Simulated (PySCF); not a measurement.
F3Re, SMILES [F][Re]([F])[F] (connectivity only; charge and spin as stated), neutral, multiplicity 5. Coordinates come from a PBE-D3(BJ)/def2-TZVP optimisation. The multiplicity is an assumed one; other spin states were not compared. The def2 effective core potentials stand for the cores of Re; spin–orbit coupling is left out.

The numbers are results of PBE-D3(BJ)/def2-TZVP (PySCF), not measurements.

Harmonic wavenumbers (cm⁻¹): 118, 143, 266, 605, 638, 662. Rotational constants (GHz): 8.231, 3.570, 2.490; symmetry number 2.

### Question
Work out the zero-point energy and the ideal-gas rigid-rotor harmonic-oscillator thermochemistry at 298.15 K and 1 atm.

### Answer
ZPE = ½ Σ hcν = ½ × 2433 cm⁻¹ = 14.55 kJ/mol. H − E(el) = 30.37 kJ/mol. Entropy in J/(mol K): translation 177.26, rotation 102.55, vibration 36.38, spin 13.38, total 329.58. G − E(el) = -67.90 kJ/mol. Cp = 68.64 J/(mol K). Modes under 150 cm⁻¹ make the vibrational entropy uncertain.
